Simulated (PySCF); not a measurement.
Record of a relaxation.

Species: CH5F2NSi.
Numbering: `[CH3:1][NH:2][SiH:3]([F:4])[F:5]` (hydrogens: H6, H7, H8 on C1; H9 on N2; H10 on Si3)

Method: PBE0-D3(BJ)/def2-SVP geometry optimisation, gas phase (PySCF 2.14.0); density fitting, grid level 1; the optimiser is geomeTRIC in internal coordinates, started from a GFN2-xTB structure with every atom displaced at random (about 0.01 Å). The frame can shift and turn from step to step; on so coarse a grid that alone can change the energy by a few meV, and forces under 0.02 eV/Å are noise.

Step 0: E = -15903.5201 eV, largest atomic force 2.283 eV/Å
```
atom  x, y, z in Å  |  force x, y, z in eV/Å
C1      1.400    0.321   -0.130   -1.718   1.497   0.134
N2      0.180   -0.044    0.583    0.492  -0.477  -0.044
Si3    -1.356   -0.317   -0.130    1.810   0.716   0.341
F4     -2.324   -0.436    1.096   -1.333  -0.410   1.451
F5     -1.755    1.003   -0.920   -0.193   0.696  -0.714
H6      1.951   -0.514   -0.481    0.957  -1.225  -0.505
H7      2.028    0.952    0.509    0.229   0.051   0.042
H8      1.109    0.944   -1.005    0.253  -0.204   0.237
H9      0.397   -0.510    1.469   -0.385   0.156  -0.286
H10    -1.581   -1.420   -1.012   -0.112  -0.800  -0.655
```

Step 1: E = -15903.6545 eV, largest atomic force 0.670 eV/Å
```
atom  x, y, z in Å  |  force x, y, z in eV/Å
C1      1.302    0.357   -0.380    0.519  -0.422   0.023
N2      0.315   -0.096    0.568   -0.344   0.008   0.289
Si3    -1.325   -0.310    0.177   -0.139  -0.204  -0.257
F4     -2.250   -0.459    1.505    0.462   0.227  -0.325
F5     -1.771    0.972   -0.707   -0.070  -0.060   0.237
H6      1.918   -0.481   -0.792   -0.211   0.335   0.101
H7      1.997    1.083    0.076   -0.065   0.013  -0.060
H8      0.811    0.855   -1.222   -0.068   0.114  -0.134
H9      0.683   -0.468    1.434    0.016  -0.007   0.051
H10    -1.633   -1.477   -0.681   -0.100  -0.004   0.075
```

Step 2: E = -15903.6959 eV, largest atomic force 0.142 eV/Å
```
atom  x, y, z in Å  |  force x, y, z in eV/Å
C1      1.327    0.356   -0.375    0.027  -0.072  -0.042
N2      0.302   -0.107    0.534    0.083  -0.036   0.031
Si3    -1.336   -0.327    0.147   -0.071   0.020  -0.048
F4     -2.174   -0.423    1.523    0.117   0.053  -0.059
F5     -1.824    0.963   -0.697    0.005  -0.077   0.037
H6      1.962   -0.459   -0.776   -0.067   0.052   0.033
H7      1.994    1.089    0.108   -0.032   0.020   0.004
H8      0.862    0.865   -1.232    0.003   0.015  -0.001
H9      0.653   -0.474    1.411   -0.061  -0.009   0.036
H10    -1.718   -1.507   -0.662   -0.006   0.034   0.008
```

Step 3: E = -15903.6988 eV, largest atomic force 0.090 eV/Å
```
atom  x, y, z in Å  |  force x, y, z in eV/Å
C1      1.325    0.352   -0.375    0.012   0.026   0.035
N2      0.305   -0.118    0.535    0.036  -0.044  -0.069
Si3    -1.330   -0.328    0.138   -0.036   0.039   0.051
F4     -2.148   -0.393    1.526   -0.027  -0.011   0.024
F5     -1.813    0.959   -0.709    0.005  -0.018  -0.025
H6      1.960   -0.457   -0.779    0.016  -0.016  -0.004
H7      1.984    1.089    0.110    0.008   0.009  -0.010
H8      0.855    0.863   -1.229    0.000  -0.007   0.013
H9      0.643   -0.484    1.418   -0.016   0.018  -0.010
H10    -1.734   -1.508   -0.657    0.001   0.004  -0.005
```

Step 4: E = -15903.6996 eV, largest atomic force 0.075 eV/Å
```
atom  x, y, z in Å  |  force x, y, z in eV/Å
C1      1.334    0.351   -0.375   -0.050   0.051   0.006
N2      0.302   -0.122    0.520    0.042  -0.058  -0.020
Si3    -1.338   -0.328    0.139    0.017   0.049  -0.007
F4     -2.141   -0.381    1.536   -0.026  -0.015   0.026
F5     -1.826    0.952   -0.714    0.003   0.010  -0.022
H6      1.973   -0.456   -0.775    0.016  -0.022  -0.002
H7      1.988    1.087    0.120    0.005  -0.003  -0.001
H8      0.874    0.867   -1.231    0.003  -0.009  -0.003
H9      0.635   -0.486    1.405   -0.009   0.009   0.016
H10    -1.754   -1.509   -0.646   -0.001  -0.012   0.007
```

Step 5: E = -15903.7001 eV, largest atomic force 0.048 eV/Å
```
atom  x, y, z in Å  |  force x, y, z in eV/Å
C1      1.334    0.349   -0.375   -0.022   0.029   0.005
N2      0.303   -0.126    0.520    0.005  -0.046  -0.011
Si3    -1.338   -0.325    0.140    0.015   0.020  -0.008
F4     -2.145   -0.375    1.535   -0.008   0.000   0.006
F5     -1.819    0.954   -0.720    0.003   0.008  -0.006
H6      1.975   -0.458   -0.775    0.004  -0.006   0.004
H7      1.987    1.087    0.120    0.001  -0.003   0.001
H8      0.873    0.863   -1.231    0.002  -0.008  -0.005
H9      0.634   -0.487    1.408    0.001   0.012   0.007
H10    -1.757   -1.507   -0.643   -0.001  -0.007   0.007
```

Step 6: E = -15903.7006 eV, largest atomic force 0.047 eV/Å
```
atom  x, y, z in Å  |  force x, y, z in eV/Å
C1      1.335    0.343   -0.374    0.022   0.000   0.000
N2      0.305   -0.140    0.517   -0.040  -0.025   0.005
Si3    -1.339   -0.318    0.139    0.005  -0.019   0.002
F4     -2.149   -0.350    1.534    0.006   0.014  -0.017
F5     -1.801    0.958   -0.736   -0.002   0.007   0.009
H6      1.983   -0.461   -0.769   -0.006   0.012   0.008
H7      1.982    1.086    0.122   -0.003   0.000   0.000
H8      0.874    0.852   -1.232    0.002  -0.004  -0.005
H9      0.629   -0.491    1.411    0.016   0.012  -0.006
H10    -1.772   -1.504   -0.632    0.001   0.003   0.005
```

Step 7: E = -15903.7009 eV, largest atomic force 0.039 eV/Å
```
atom  x, y, z in Å  |  force x, y, z in eV/Å
C1      1.337    0.339   -0.372    0.029  -0.008  -0.002
N2      0.305   -0.150    0.514   -0.036  -0.011   0.006
Si3    -1.340   -0.315    0.136   -0.001  -0.020   0.008
F4     -2.151   -0.333    1.531    0.008   0.012  -0.019
F5     -1.790    0.961   -0.745   -0.003   0.004   0.009
H6      1.993   -0.461   -0.762   -0.007   0.012   0.008
H7      1.976    1.087    0.126   -0.005   0.003   0.000
H8      0.877    0.842   -1.235    0.000  -0.002  -0.003
H9      0.626   -0.493    1.412    0.014   0.007  -0.008
H10    -1.785   -1.501   -0.626    0.003   0.004   0.000
```

Step 8: E = -15903.7011 eV, largest atomic force under 0.02 eV/Å
```
atom  x, y, z in Å  |  force x, y, z in eV/Å
C1      1.339    0.336   -0.369    0.015  -0.007  -0.002
N2      0.304   -0.158    0.511   -0.011   0.000   0.004
Si3    -1.342   -0.314    0.133   -0.004  -0.005   0.009
F4     -2.154   -0.321    1.527    0.005   0.003  -0.010
F5     -1.783    0.963   -0.751   -0.003  -0.001   0.003
H6      2.004   -0.460   -0.751   -0.002   0.005   0.005
H7      1.968    1.091    0.130   -0.004   0.005  -0.001
H8      0.882    0.832   -1.239    0.000  -0.001  -0.001
H9      0.624   -0.494    1.412    0.003  -0.001  -0.003
H10    -1.794   -1.500   -0.625    0.003   0.002  -0.004
```

**Question.** Summarise the path.

**Answer.** The energy falls by 17.46 kJ/mol from step 0 to step 8; nine tenths of that is first reached at step 2. It falls at every step. The largest force goes from 2.283 to under 0.02 eV/Å. Among the bonds Si3–H10 changes most (a near tie, within 0.001 Å, with another), from 1.430 to 1.478 Å; the atoms move by 0.109 Å rms after alignment.

**Question.** Follow the three bonds and two angles with the largest change from start to end.

**Answer.** 
```json
{"step": "0", "E above end (kJ/mol)": "17.46", "largest force (eV/Å)": "2.283", "Si3–H10 (Å)": "1.430", "Si3–F4 (Å)": "1.566", "C1–H6 (Å)": "1.060", "C1–N2–H9 (°)": "111.1", "N2–Si3–F4 (°)": "103.9"}
{"step": "1", "E above end (kJ/mol)": "4.49", "largest force (eV/Å)": "0.670", "Si3–H10 (Å)": "1.482", "Si3–F4 (Å)": "1.625", "C1–H6 (Å)": "1.119", "C1–N2–H9 (°)": "115.5", "N2–Si3–F4 (°)": "111.9"}
{"step": "2", "E above end (kJ/mol)": "0.50", "largest force (eV/Å)": "0.142", "Si3–H10 (Å)": "1.481", "Si3–F4 (Å)": "1.615", "C1–H6 (Å)": "1.108", "C1–N2–H9 (°)": "114.5", "N2–Si3–F4 (°)": "108.3"}
{"step": "3", "E above end (kJ/mol)": "0.22", "largest force (eV/Å)": "0.090", "Si3–H10 (Å)": "1.479", "Si3–F4 (Å)": "1.612", "C1–H6 (Å)": "1.105", "C1–N2–H9 (°)": "115.5", "N2–Si3–F4 (°)": "107.0"}
{"step": "4", "E above end (kJ/mol)": "0.14", "largest force (eV/Å)": "0.075", "Si3–H10 (Å)": "1.478", "Si3–F4 (Å)": "1.612", "C1–H6 (Å)": "1.104", "C1–N2–H9 (°)": "115.1", "N2–Si3–F4 (°)": "106.9"}
{"step": "5", "E above end (kJ/mol)": "0.10", "largest force (eV/Å)": "0.048", "Si3–H10 (Å)": "1.479", "Si3–F4 (Å)": "1.612", "C1–H6 (Å)": "1.105", "C1–N2–H9 (°)": "115.3", "N2–Si3–F4 (°)": "107.1"}
{"step": "6", "E above end (kJ/mol)": "0.04", "largest force (eV/Å)": "0.047", "Si3–H10 (Å)": "1.479", "Si3–F4 (Å)": "1.613", "C1–H6 (Å)": "1.106", "C1–N2–H9 (°)": "115.6", "N2–Si3–F4 (°)": "107.2"}
{"step": "7", "E above end (kJ/mol)": "0.02", "largest force (eV/Å)": "0.039", "Si3–H10 (Å)": "1.479", "Si3–F4 (Å)": "1.613", "C1–H6 (Å)": "1.106", "C1–N2–H9 (°)": "115.6", "N2–Si3–F4 (°)": "107.2"}
{"step": "8", "E above end (kJ/mol)": "0.00", "largest force (eV/Å)": "under 0.02", "Si3–H10 (Å)": "1.478", "Si3–F4 (Å)": "1.613", "C1–H6 (Å)": "1.105", "C1–N2–H9 (°)": "115.4", "N2–Si3–F4 (°)": "107.3"}
```

What follows is the cost of the whole optimisation. The run took 35 s of wall time on one thread, Intel Xeon Platinum 8259CL at 2.50 GHz (x86_64), on a shared host, and the process peaked at 0.42 GiB of memory.
